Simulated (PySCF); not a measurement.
**TDDFT excited states: C7H9FO2SSi**

Compound: C7H9FO2SSi.
InChI=1S/C7H9FO2SSi/c8-5-6-1-4-11-7(6)12-9-2-3-10-12/h1,4,12H,2-3,5H2

Level of theory: TDDFT PBE0/def2-SVPD, vertical, gas phase, core orbitals frozen in the response in PySCF 2.14.0, density-fitted response routines. Isolated species at its PBE0-D3(BJ)/def2-SVP geometry (one conformer only).

| state | E (eV) | E (hartree) | f | \|μ\| (D) | main configurations (H = HOMO, L = LUMO) |
| --- | --- | --- | --- | --- | --- |
| S1 | 5.52 | 0.2029 | 0.106 | 2.25 | H→L (58%), H-1→L (31%) |
| S2 | 5.57 | 0.2048 | 0.135 | 2.53 | H-1→L (54%), H→L (36%) |
| S3 | 5.95 | 0.2185 | 0.0027 | 0.34 | H-2→L (98%) |
| S4 | 6.08 | 0.2234 | 0.0025 | 0.33 | H-3→L (96%) |
| S5 | 6.33 | 0.2326 | 0.0029 | 0.35 | H→L+1 (57%), H→L+3 (30%) |
| S6 | 6.55 | 0.2405 | 0.0013 | 0.23 | H-1→L+1 (52%), H-1→L+3 (29%) |
| S7 | 6.60 | 0.2425 | 0.0080 | 0.56 | H→L+2 (82%), H→L+3 (10%) |
| S8 | 6.81 | 0.2504 | 0.060 | 1.52 | H→L+3 (25%), H→L+4 (18%), H→L+1 (16%) |
| S9 | 6.86 | 0.2520 | 0.020 | 0.87 | H-1→L+2 (69%) |
| S10 | 6.94 | 0.2549 | 0.037 | 1.18 | H→L+4 (48%), H→L+3 (10%), H→L+5 (9%) |

Triplets (Tamm–Dancoff): T1 3.69 eV, H→L (90%); T2 4.30 eV, H-1→L (90%); T3 5.55 eV, H→L+1 (39%), H→L+3 (34%); T4 5.83 eV, H-1→L+1 (34%), H-1→L+3 (23%), H-3→L (21%).

The lowest singlet lies at 5.52 eV (225 nm, ultraviolet) and is of moderate strength; its leading configuration is HOMO→LUMO (58%). The most intense listed level is S2 at 5.57 eV (223 nm, f = 0.135), 0.05 eV above S1. Löwdin shares by element: HOMO carbon 68% or more, sulfur 10% (atoms not listed hold the other 22%); LUMO carbon 54% or more, sulfur 21% (atoms not listed hold the other 26%). Weighted by f, the mean energy of these states is 5.99 eV. The listed states span 1.42 eV, and the widest gap between neighbours is 0.37 eV (S2 to S3). Of the 10 states listed, 5 reach f = 0.01 and none stays under 0.0005. The window holds the lowest 10 singlets.
